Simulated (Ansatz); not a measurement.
Kohn–Sham single points on `[BH2-]1[Br+][BH2-][Br+]1`.

```yaml
crystal:
  periodic: [false, false, false]
  atoms:
    - {symbol: B, position_ang: [-0.479038, 1.185615, -0.459050]}
    - {symbol: Br, position_ang: [-1.323000, -0.190896, 0.899228]}
    - {symbol: B, position_ang: [0.496362, -1.171933, 0.475484]}
    - {symbol: Br, position_ang: [0.823390, -0.202295, -1.369670]}
    - {symbol: H, position_ang: [-1.303949, 1.528693, -1.241238]}
    - {symbol: H, position_ang: [0.185852, 1.946251, 0.166036]}
    - {symbol: H, position_ang: [1.309419, -0.769289, 1.242420]}
    - {symbol: H, position_ang: [0.290964, -2.326145, 0.286790]}
basis:
  gaussian: {orbitals: def2-TZVPP}
hamiltonian: {xc: {name: BHLYP}, dispersion: d4}
output: {orbitals: {seedname: orbitals}}
```

```sh
$ ansatz run in.yaml --threads 4 --pin off --events-out ev --progress --plain --max-ram 10444MiB
```

Shortened log:

```
Functional definition: BHLYP
1564 factors; their error is unknown
mean field evaluation 1: about -141507.2361 eV, gradient 2.1e1 eV
mean field evaluation 2: about -141507.7793 eV, gradient 1.7e1 eV
mean field evaluation 4: about -141508.5205 eV, gradient 6.0e-1 eV
mean field evaluation 8: about -141510.2901 eV, gradient 1.1e0 eV
mean field evaluation 16: about -141510.2910 eV, gradient 3.4e-5 eV
mean field -141510.29100029 eV, -5200.4072751404 hartree, gradient 3.4e-5 eV, S^2 0.000000; 0 other end points of the search recorded, 0 dependent functions left out
reference -141510.29117740 eV, -5200.4072816491 hartree; 42, 42 occupied and 172, 172 virtual orbitals, 1564 factors
Total energy: -141510.59930266 eV, -5200.4186050433 hartree
```

Hardware: 4 threads of an Arm Neoverse V1 on a shared host. Wall time 3.5 s, peak host memory 0.73 GiB.

The same input with `hamiltonian: {xc: {name: wB97M-V}}` and forces (abridged; 13 s):

```
Functional definition: wB97M-V
mean field evaluation 16: about -141502.8275 eV, gradient 7.4e-5 eV
mean field -141502.82752438 eV, -5200.1329974597 hartree, gradient 7.4e-5 eV, S^2 0.000000
Total energy: -141502.82757400 eV, -5200.1329992832 hartree
Atom 0 force    -0.034578     0.239493    -0.034298 eV/Å
Atom 1 force    -0.089947    -0.017489     0.050551 eV/Å
Atom 2 force     0.132093    -0.163131     0.125151 eV/Å
Atom 3 force     0.045531    -0.017955    -0.093641 eV/Å
Atom 4 force     0.128330    -0.039662     0.121963 eV/Å
Atom 5 force    -0.103496    -0.104533    -0.097029 eV/Å
Atom 6 force    -0.118185    -0.069518    -0.110636 eV/Å
Atom 7 force     0.040252     0.172797     0.037939 eV/Å
Dipole moment:    -0.033630    -0.026460    -0.031650 e Å
```

With the line `hamiltonian: {xc: {name: CAM-B3LYP}, dispersion: d4}` (abridged; 4 s):

```
Functional definition: CAM-B3LYP
mean field -141517.27747498 eV, -5200.6640233495 hartree, gradient 7.0e-5 eV, S^2 0.000000
Total energy: -141517.46935375 eV, -5200.6710747642 hartree
```

With the line `hamiltonian: {xc: pbe0, dispersion: d4}` (abridged; 3.3 s):

```
Functional definition: PBE0
mean field -141493.42446863 eV, -5199.7874415343 hartree, gradient 6.2e-5 eV, S^2 0.000000
Total energy: -141493.61101772 eV, -5199.7942970869 hartree
```

Changing it to `hamiltonian: {xc: {name: PBE-QIDH}}` (abridged; 6 s):

```
Functional definition: PBE-QIDH
mean field evaluation 16: about -141468.3850 eV, gradient 1.9e-5 eV
mean field -141468.38497040 eV, -5198.8672569467 hartree, gradient 4.2e-6 eV, S^2 0.000000
20 core orbitals not correlated: weight in the atoms' cores, before any rotation towards them, 1.000 or more for the frozen orbitals, at most 0.000 for the correlated occupied ones
second order -24.35326738 eV of doubles, -0.00000000 eV of singles
Total energy: -141476.50273908 eV, -5199.1655794433 hartree
```

With the line `hamiltonian: {xc: {name: B2PLYP}}` (abridged; 6 s):

```
Functional definition: B2PLYP
mean field evaluation 16: about -141482.1432 eV, gradient 9.5e-6 eV
mean field -141482.14319655 eV, -5199.3728624322 hartree, gradient 9.5e-6 eV, S^2 0.000000
20 core orbitals not correlated: weight in the atoms' cores, before any rotation towards them, 1.000 or more for the frozen orbitals, at most 0.000 for the correlated occupied ones
second order -26.06354249 eV of doubles, -0.00000000 eV of singles
Total energy: -141489.18051854 eV, -5199.6314792452 hartree
```
